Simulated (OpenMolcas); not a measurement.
## N+: Slater's ratio, thermal populations, worked from levels

```json
{
  "Program": "OpenMolcas",
  "Basis": "ANO-R3 [4s4p2d1f]",
  "Scalar Hamiltonian": "X2C, finite nucleus",
  "Active space": "2 electrons in 9 orbitals (RAS2 2p; RAS3 3s 3d, at most 1 electron)",
  "State averaging": "2S+1 = 3 even, 3 roots; 2S+1 = 1 even, 6 roots; 2S+1 = 3 odd, 3 roots; 2S+1 = 1 odd, 3 roots",
  "Spin-orbit coupling": "RASSI with atomic mean-field integrals over the reference wave functions, term energies averaged over their components"
}
```

Methods: RASSCF; SS-RASPT2, IPEA 0.25 Eh, imaginary shift 0.1 Eh (closed shells correlated: 1s 2s). Measured levels: NIST Handbook of Basic Atomic Spectroscopic Data.

**Slater's ratio.** With one set of orbitals, p2 has 1D - 3P = 6 F2 and 1S - 1D = 9 F2 (F2 = F²/25), a ratio of 3/2. Term energies are centres of gravity, weighted by 2J + 1.

```
   Source  1D - 3P  1S - 3P  F2 from the first  Ratio
   RASSCF    17700    43750               2950  1.472
SS-RASPT2    15460    38086               2577  1.464
 measured    15227    32600               2538  1.141
```

Energies in cm-1. A ratio away from 3/2 shows effects beyond one configuration with one set of orbitals, and in heavier atoms second-order spin-orbit shifts.

**Thermal populations.** Z = Σ (2J + 1) exp(-E/kT) with k = 0.695035 cm-1/K, over the levels below. No other level of either list lies under 46700 cm-1, which is above 7 kT at each temperature.

```
      Level  2J + 1  SS-RASPT2  measured
2s2 2p2 3P0       1        0.0       0.0
2s2 2p2 3P1       3       47.2      48.7
2s2 2p2 3P2       5        140       131
2s2 2p2 1D2       5      15550     15316
2s2 2p2 1S0       1      38180     32689
```

| T (K) | Z, SS-RASPT2 | Z, measured levels | Ground level (%), SS-RASPT2 | Ground level (%), measured levels |
| --- | --- | --- | --- | --- |
| 3000 | 8.611 | 8.630 | 11.6 | 11.6 |
| 5000 | 8.819 | 8.834 | 11.3 | 11.3 |
| 8000 | 9.156 | 9.178 | 10.9 | 10.9 |

At 8000 K, kT = 5560 cm-1, and the computed levels give Z = 1.000 + 2.975 + 4.876 + 0.305 + 0.001 = 9.156.

Term energies are means over components that CASPT2 splits; among the terms shown or strongly mixed into the levels shown the widest spread is 95 cm-1 (2s2 2p2 1D, SS-RASPT2). With the s shell closed, the reference lacks s² → p² mixing. No level of 2s2 2p 3d was computed, though it lies in the active space. Without dynamic correlation excited terms often stand tens of per cent too high (terms of higher spin than the ground term too low), and those without a measured partner can miss by more than the paired ones (holds for RASSCF). Some terms miss by over 15 % even with CASPT2, which points to a basis or an active space too small for the shells correlated (holds for SS-RASPT2). Measured partners are found by configuration, term and J. A level has none where our copy of the source lacks it or the pairing is in doubt (some pairs that miss far off the trend of their configuration count as doubtful), and it then counts in no deviation. Only configurations of the active space appear.
